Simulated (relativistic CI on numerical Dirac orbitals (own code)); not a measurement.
## How well does a small relativistic CI reproduce Ni⁷⁺?

Calculated at this level of theory: Dirac-Coulomb-Breit CI, KLI orbitals optimised for each configuration, QED by a radiative potential, unscaled Slater integrals (own radial code, finite nucleus).

Configurations in the expansion (outside the closed core [Ne]): 3s2 3p6 3d3, 3s2 3p5 3d4, 3s2 3p6 3d2 4s, 3s 3p6 3d4, 3s2 3p6 3d2 4p, 3s2 3p6 3d2 4d, 3s2 3p6 3d 4s 4p, 3s2 3p6 3d2 4f, 3s2 3p6 3d2 5s, 3s2 3p6 3d2 5p, 3s2 3p6 3d 4p 4d, 3s2 3p6 3d2 5d, 3s2 3p5 3d3 4s, 3s2 3p6 3d2 5f, 3s2 3p6 3d2 6s, 3s2 3p6 3d2 5g, 3s2 3p6 3d2 6p, 3s2 3p6 3d2 6d, 3s2 3p5 3d3 4p, 3s 3p6 3d3 4s, 3s2 3p5 3d3 4f, 3s2 3p5 3d3 5s, 3s 3p6 3d2 4s 4p, 3s2 3p6 3d 4s2, 3s2 3p6 4s2 4p, 3s2 3p6 4s2 4d, 3s2 3p6 4s2 4f, 3p6 3d5, 3p5 3d6, 3s2 3p6 3d 4p2, 3s2 3p6 4s 4p2, 3s2 3p6 4p3, 3s2 3p6 4p2 4d, 3s2 3p6 4p2 4f, 3s2 3p6 3d 4s 4d, 3s2 3p6 4s 4p 4d, 3s2 3p6 4s 4d2, 3s2 3p6 4s 4d 4f, 3s2 3p6 3d 4d2, 3s2 3p6 4p 4d2, 3s2 3p6 4d3, 3s2 3p6 4d2 4f, 3s 3p6 3d2 4s2, 3s 3p6 3d 4s2 4p, 3s 3p6 3d 4s2 4d, 3s 3p6 3d 4s2 4f. Double excitations out of closed p, d and f shells are left out; levels of such configurations are missing from the list, as are those of other unlisted configurations, and high levels can miss mixing partners. These lack a partner that the ground configuration has and come out too high: 3s2 3p5 3d3 4s, 3s2 3p5 3d3 4p, 3s2 3p5 3d3 4f, 3s2 3p5 3d3 5s.

```
 Configuration  Term (tabulated)     J  Measured (cm⁻¹)  Computed  Error  Purity (%)
   3s2 3p6 3d3                4F   3/2              0.0         0      0          99
   3s2 3p6 3d3                4F   5/2           1012.0       913    -99          99
   3s2 3p6 3d3                4F   7/2           2184.0      2107    -77          99
   3s2 3p6 3d3                4F   9/2           3721.0      3522   -199          99
   3s2 3p6 3d3                4P   1/2          23261.0     25948   2687          98
   3s2 3p6 3d3                4P   3/2          23710.0     26267   2557          96
   3s2 3p6 3d3                4P   5/2          24669.0     27485   2816          99
3s2 3p6 3d2 4p               4G°   5/2         565124.0    567605   2481          61
3s2 3p6 3d2 4p               4F°   3/2         565388.0    569074   3686          78
3s2 3p6 3d2 4p               4F°   5/2         566831.0    570260   3429          74
3s2 3p6 3d2 4p               4G°   7/2         566964.0    569750   2786          57
3s2 3p6 3d2 4p               4G°   9/2         569564.0    572688   3124          82
3s2 3p6 3d2 4p               4D°   1/2         570353.0    574971   4618          90
3s2 3p6 3d2 4p               4F°   9/2         570960.0    574630   3670          71
3s2 3p6 3d2 4p               4G°  11/2         572969.0    575259   2290          88
3s2 3p6 3d2 4p               4S°   3/2         587305.0    590835   3530          87
```

Measured levels from Corliss and Sugar, J. Phys. Chem. Ref. Data 10, 197 (1981); pairs were made by configuration, J and term (by order where the table uses no LS term), so strongly mixed levels may be paired wrongly. Some J values or terms of the table were assigned by a fit.

Mean error by configuration (cm⁻¹): 3s2 3p6 3d3 1281; 3s2 3p6 3d2 4p 3290. Over the excited levels the mean absolute error is 2537 cm⁻¹ (15 of the 17 excited levels that our extract of the source holds in range could be paired, and the others can miss by more), and the median relative error of those above 1,000 cm⁻¹ is 0.65 %. Some levels of the ground configuration have no partner.
